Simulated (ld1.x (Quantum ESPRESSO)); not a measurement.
## Plane-wave convergence, RRKJ potential for Al

```
Element                 : aluminium (Al)
Generator               : ld1.x (Quantum ESPRESSO) 7.5
Type                    : norm-conserving RRKJ (Kleinman–Bylander form)
Functional              : PBE
Relativity              : non-relativistic
Frozen core             : [Ne]
Valence charge          : 3
Reference configuration : 3s2 3p1
Partial waves           : 3p (bound): rc 1.85 bohr; 3s (bound): rc 2.20 bohr
Local potential         : the s channel
Core correction         : Bessel-smoothed model core, default radius (core density twice the valence density)
rho0                    : 0.005
```

The pseudo-atom Hamiltonian at the reference potential is diagonalised in spherical Bessel functions j_l(qr) that vanish at 20 bohr, with q² up to the cutoff. All-electron valence levels (Ry): 3p -0.1999, 3s -0.5682.

Question: How do the lowest levels (Ry) of each channel move with the cutoff, and are there ghosts?

Answer:

| cutoff (Ry) | p #1 | s #1 | d #1 | d #2 | f #1 | f #2 | Σ f·Δε (mRy) |
| --- | --- | --- | --- | --- | --- | --- | --- |
| 8 | -0.1989 | -0.5628 | 0.0461 | 0.1284 | 0.1022 | 0.2242 | 11.8 |
| 12 | -0.1990 | -0.5663 | 0.0461 | 0.1284 | 0.1022 | 0.2242 | 4.6 |
| 15 | -0.1990 | -0.5664 | 0.0461 | 0.1283 | 0.1022 | 0.2242 | 4.5 |
| 21 | -0.1994 | -0.5674 | 0.0461 | 0.1283 | 0.1022 | 0.2242 | 2.1 |
| 25 | -0.1997 | -0.5678 | 0.0461 | 0.1283 | 0.1022 | 0.2242 | 0.9 |
| 35 | -0.1999 | -0.5681 | 0.0461 | 0.1283 | 0.1022 | 0.2242 | 0.1 |
| 400 | -0.1999 | -0.5682 | 0.0461 | 0.1283 | 0.1022 | 0.2242 | 0.0 |

Result: no extra level below or beside the all-electron valence levels (p, s, d, f tested); 10 mRy is reached at 10 Ry and 1 mRy at 25 Ry.
